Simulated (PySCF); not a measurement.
Compound: 2,2,4-trimethylpentane, C₈H₁₈.
Bonds: C1–C2, C2–C3, C2–C4, C4–C5, C5–C6, C5–C7, C5–C8. Hydrogens: H9, H10, H11 on C1; H12 on C2; H13, H14, H15 on C3; H16, H17 on C4; H18, H19, H20 on C6; H21, H22, H23 on C7; H24, H25, H26 on C8.

Computed geometry: GFN2-xTB, gas phase.

**Question.** List the bond lengths, angles and torsions at this level.

**Answer.** 
```
                   bond  length (Å)
           C1–C2, C2–C3       1.529
                  C2–C4       1.536
                  C4–C5       1.545
    C5–C6, C5–C7, C5–C8       1.532
 C1–H9 and 5 like bonds       1.088
                 C2–H12       1.094
         C4–H16, C4–H17       1.093
C6–H18 and 8 like bonds       1.087
```

Bonds in one row agree within 0.01 Å and their mean is given. A selection of angles:
```
     angle  degrees
  C2–C1–H9    110.5
 C2–C1–H11    110.4
 H9–C1–H10    108.2
  C1–C2–C3    109.0
  C1–C2–C4    108.4
 C1–C2–H12    107.8
  C3–C2–C4    113.8
 C3–C2–H12    108.7
 C4–C2–H12    109.0
H13–C3–H14    108.7
  C2–C4–C5    119.4
 C2–C4–H16    108.3
 C2–C4–H17    106.3
 C5–C4–H16    108.2
H16–C4–H17    107.0
  C4–C5–C6    107.2
  C4–C5–C7    111.8
  C6–C5–C7    108.5
  C7–C5–C8    109.7
 C5–C6–H18    110.5
H18–C6–H19    108.3
 C5–C7–H21    110.0
H22–C7–H23    108.7
```

Dihedral angles: C1–C2–C4–C5 171° (antiperiplanar); C2–C4–C5–C6 -159° (antiperiplanar). The mirror-image conformer, all signs reversed, is as good.

Of the pairs four or more bonds apart, H13···H25 is among the closest relative to their van der Waals radii: 2.09 Å, 87 % of the sum of Bondi's values.

Point group: C1 (no symmetry element, even within 0.4 Å). No frequency check. One conformer, not necessarily the lowest.
